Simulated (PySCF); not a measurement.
B₂FH₄Si, BClFH₂Si (calculated)

All values are calculated (PySCF 2.14.0). Calculation on a computer-drawn molecule: optimised geometry and harmonic frequencies of an isolated molecule of the commonest isotopes, restricted reference for singlets and unrestricted otherwise, frozen core in MP2.

Common to all runs: method HF.

(1) B₂FH₄Si

Start structure:
```xyz
8
B2FH4Si
F     -0.5024    -2.0053    -2.7356
B      0.6755    -1.4354    -2.2474
B      0.7855     0.2737    -2.1203
Si    -0.7039     1.3698    -2.7379
H      1.4572    -2.2532    -1.8969
H      1.6620     0.7907    -1.6927
H     -1.9553     0.9305    -3.2658
H     -0.8076     2.8046    -2.7331
```

Here we set charge 0, multiplicity 2 and basis cc-pV(D+d)Z.

It finds rotational constants 18.56, 2.238, 2.122 GHz; total energy -440.0568 hartree; spin squared 0.7623; convergence status largest gradient component 1.328e-05 hartree/bohr.

Drawn bonds:
```csv
atom,other atom,order
1,2,1
2,3,1
3,4,1
2,5,1
3,6,1
4,7,1
4,8,1
```

Optimised structure:
```xyz
8
B2FH4Si
F     -0.1234    -2.2897    -1.4779
B      0.6056    -1.4741    -2.2465
B      0.5813     0.2124    -2.0133
Si    -0.6929     1.4249    -2.8487
H      1.2720    -2.0151    -3.0923
H      1.4135     0.7292    -1.3159
H     -1.7756     0.9977    -3.7569
H     -0.6696     2.8901    -2.6782
```

Modes:
```csv
frequency (cm⁻¹),reduced mass (dalton)
73.87,4.419
169.3,1.915
207.4,1.239
222.7,1.511
397.9,1.954
536.5,1.309
618.4,2.567
737.9,1.701
807.7,1.456
933.7,2.254
1020,1.087
1080,1.741
1156,1.647
1352,4.184
2339,1.03
2348,1.053
2679,1.088
2694,1.093
```

(2) BClFH₂Si

Start structure:
```xyz
6
BClFH2Si
F     -1.5414     0.5968    -1.9233
B     -2.0318     1.1743    -0.7286
Si    -1.3434     0.8227     0.9772
Cl    -0.5947    -1.0606     1.5653
H     -2.5717     2.2786    -0.9783
H     -2.0952     1.1409     2.2007
```

Here we set charge -1, multiplicity 1 and basis aug-cc-pV(D+d)Z.

Results for BClFH₂Si: rotational constants 6.655, 2.468, 1.84 GHz; total energy -873.8327 hartree; convergence status largest gradient component 2.156e-05 hartree/bohr.

Drawn bonds:
```csv
atom,other atom,order
1,2,1
2,3,1
3,4,1
2,5,1
3,6,1
```

Optimised structure:
```xyz
6
BClFH2Si
F     -1.6830     0.4386    -1.7421
B     -1.9035     1.2390    -0.6606
Si    -1.0473     1.0859     1.1650
Cl    -0.6224    -1.1304     1.3371
H     -2.5795     2.2166    -0.9465
H     -2.3425     1.1031     1.9602
```

Modes:
```csv
frequency (cm⁻¹),reduced mass (dalton)
97.5,18.82
157.5,2.701
326.9,4.773
353.5,15.86
513.5,1.378
588.5,2.963
785.3,1.091
877.8,1.577
1110,2.032
1248,2.389
2070,1.041
2505,1.087
```
